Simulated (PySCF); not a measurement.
Functional dependence of a UV spectrum

Compound: C2H9BOSi.
Atom-mapped SMILES: `[CH3:1][BH:2][O:3][CH2:4][SiH3:5]` (hydrogens: H6, H7, H8 on C1; H9 on B2; H10, H11 on C4; H12, H13, H14 on Si5)

Linear-response calculations in the def2-SVPD basis (PySCF; singlets by full response, triplets Tamm–Dancoff, core orbitals frozen in the response; HF means time-dependent Hartree–Fock). 'Strongest' is the level of largest summed f among the singlets computed (10 roots, of which the last may lack a degenerate partner); it can jump between rows when another state enters that window. S1 is the lowest singlet of each run and needn't be the same state throughout; f(S1) is that of one state. One conformer (not necessarily the lowest) at the PBE0-D3(BJ)/def2-SVP geometry, without solvent, vibrations or thermal averaging.

| functional | kind | S1 (eV) | f(S1) | strongest (eV) | T1 (eV) | HOMO (eV) | gap (eV) | ionisation energy, ΔSCF (eV) |
| --- | --- | --- | --- | --- | --- | --- | --- | --- |
| LDA | LDA | 5.88 | 0.002 | 6.41 | 5.46 | -6.94 | 5.67 | 10.23 |
| PBE | GGA | 6.01 | 0.002 | 6.49 | 5.51 | -6.87 | 5.84 | 10.09 |
| B3LYP | global hybrid, 20% exact exchange | 6.41 | 0.001 | 7.08 | 5.91 | -8.07 | 7.79 | 10.19 |
| PBE0 | global hybrid, 25% exact exchange | 6.48 | 0.001 | 7.23 | 5.89 | -8.28 | 8.24 | 10.21 |
| BHandHLYP | global hybrid, 50% exact exchange | 6.89 | 0.001 | 7.93 | 6.30 | -9.53 | 10.35 | 10.39 |
| CAM-B3LYP | range-separated hybrid | 6.56 | 0.001 | 7.63 | 6.02 | -9.67 | 10.62 | 10.43 |
| wB97X-D | range-separated hybrid | 6.64 | 0.001 | 7.68 | 6.16 | -10.15 | 11.99 | 10.36 |
| HF | Hartree–Fock | 7.57 | 0.002 | 10.06 | 6.74 | -11.50 | 13.63 | not settled |

Question: What does LC-wPBE (range-separated hybrid) give?

Answer: S1 (eV) 6.70, f(S1) 0.001, strongest (eV) 8.14, T1 (eV) 6.04, HOMO (eV) -11.01, gap (eV) 12.95, ionisation energy, ΔSCF (eV) 10.58. S1 runs from 5.88 eV (LDA) to 7.57 eV (HF), a spread of 1.69 eV, while the orbital gap spreads over 8.0 eV. Along PBE (0%), B3LYP (20%), PBE0 (25%), BHandHLYP (50%), HF (100%) S1 rises with the share of exact exchange. −ε(HOMO) comes closest to its own ΔSCF ionisation energy with wB97X-D (-0.21 eV) and misses most with LDA (-3.29 eV). 'Not settled' means that the ion's SCF failed to converge or may have ended in another state than the lowest.

Without π bonds the low states are Rydberg-like; a valence basis with one diffuse set may place them up to an eV too high.
